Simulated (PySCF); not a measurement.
**How methods differ on the ionisation energy of Ar⁺**

Ar⁺ [Ne] 3s2 3p5 (2P) → Ar²⁺ [Ne] 3s2 3p4 (3P), as a difference of total energies. All numbers are calculated (PySCF 2.14, the spin-free X2C one-electron Hamiltonian (Gaussian nucleus), in aug-cc-pVQZ-DK (7s6p4d3f2g, 84 functions)). Correlated levels: valence: [Ne] frozen. The calculations carry no spin-orbit coupling.

| method | ionisation energy (eV) |
| --- | --- |
| UHF | 26.358 |
| MP2 (valence) | 27.479 |
| SCS-MP2 (valence) | 27.497 |
| CCSD (valence) | 27.462 |
| CCSD(T) (valence) | 27.505 |

**Question.** How much does correlation contribute at CCSD(T) (valence)?

**Answer.** 27.505 − (26.358) = 1.147 eV, measured against UHF.

A first-order spin-orbit estimate (lowest level to lowest level, LS coupling) adds -0.006 eV.

Errors of the correlated levels include the incompleteness of this basis and the frozen core.

For comparison: 27.630 eV (measured; NIST Atomic Spectra Database, ionization energies).
